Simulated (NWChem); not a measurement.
Molecule: AlH$_{2}$I; SMILES [AlH2][I]

```xyz
4

Al     0.0000     0.0000    -1.9070
H      0.0000     1.3996    -2.6427
H      0.0000    -1.3996    -2.6427
I      0.0000     0.0000     0.5675
```
Atoms are numbered in this order, from 1.

All runs: NWChem. All runs use the structure optimised with PBE0/def2-SVP. def2 effective core potentials on I; no spin-orbit coupling. Ions are spin-unrestricted doublets at the neutral geometry; other ion states weren't tried.

| level | vertical ionisation energy, ΔSCF (eV) | −ε(HOMO) (eV) | ΔSCF minus −ε(HOMO) (eV) |
|---|---|---|---|
| B3LYP/def2-TZVP | 9.82 | 7.43 | 2.39 |
| PBE/def2-TZVP | 9.58 | 6.55 | 3.03 |
| BHandHLYP/def2-TZVP | 9.86 | 8.62 | 1.24 |
| Hartree-Fock/def2-TZVP | 9.09 | 10.17 | -1.08 |
| M06-2X/def2-TZVP | 9.78 | 8.78 | 1.00 |
